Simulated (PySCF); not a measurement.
A calculated (TPSS, PySCF 2.14, aug-cc-pwCVTZ-DK, scalar relativity by spin-free X2C-1e) atom or ion has these occupied shells.

```
shell  electrons  orbital energy (eV)  rms radius, mean of both spins (bohr)
 1s β          1              -5929.1                                 0.0734
 1s α          1              -5929.0                                 0.0734
 2s α          1              -710.10                                  0.318
 2s β          1              -708.82                                  0.318
 2p α          3              -601.88                                  0.288
 2p β          3              -600.85                                  0.288
 3s α          1              -114.80                                  0.953
 3s β          1              -111.35                                  0.953
 3p α          3              -85.308                                   1.02
 3p β          3              -81.863                                   1.02
 3d α          3              -40.755                                   1.22
```

**Question.** Name the element and its charge.

**Answer.** Cr³⁺ (chromium, charge +3), in [Ar] 3d3, high-spin 4F determinant.
